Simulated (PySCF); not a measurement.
**State search for TlCl**

Unrestricted PBE0; basis Tl def2-SVPD with ECP60, Cl def2-SVPD; scalar-relativistic core potentials; PySCF 2.14. Outer shells of the fragments: Tl 5d10 6s2 6p1; Cl 3s2 3p5.

Followed along the bond (rough minima from three points):

```
2Ms+1  unpaired  ⟨S²⟩ at the start  R at minimum (Å)  Te (eV)
    1      none               0.00              2.56     0.00
    3  σ ↑, π ↑               2.01              2.60     4.14
```

Solutions found at the starting distance of 2.400 Å, counted from the lowest of them; the search is not exhaustive and high or unbound solutions are not listed, so other states can lie among these:

| 2Ms+1 | unpaired | term | E (eV) | ⟨S²⟩ | ⟨Lz²⟩ | μ (D) |
| --- | --- | --- | --- | --- | --- | --- |
| 1 | none | ¹Σ⁺ | 0.00 | 0.00 | 0.00 | -3.91 |
| 3 | σ ↑, π ↑ | ³Π | 4.11 | 2.01 | 1.00 | -1.51 |
| 1 | σ ↓, π ↑ | mixed | 4.43 | 1.01 | 1.00 | -1.11 |
| 3 | π ↑↑ | mixed | 5.60 | 2.01 | 2.01 | 2.37 |
| 3 | π ↑↑ | mixed | 5.74 | 2.01 | 2.01 | 2.49 |
| 3 | σ ↑↑ | ³Σ⁺ | 5.81 | 2.00 | 0.00 | 1.08 |
| 3 | σ ↑, π ↑ | ³Π | 7.18 | 2.00 | 1.01 | 1.80 |

A term symbol is given only where ⟨S²⟩ and ⟨Lz²⟩ are close to those of a pure state; real π, δ and φ orbitals otherwise mix terms. A positive dipole means Tl(−)Cl(+).

The measured ground state is X ¹Σ+ (Huber and Herzberg, Constants of Diatomic Molecules (1979)).

Spin–orbit coupling is left out, which matters for elements this heavy, above all for dissociation energies. Counting both spins, an empty level lies below a filled one in some of these solutions, because spin and occupation are held.
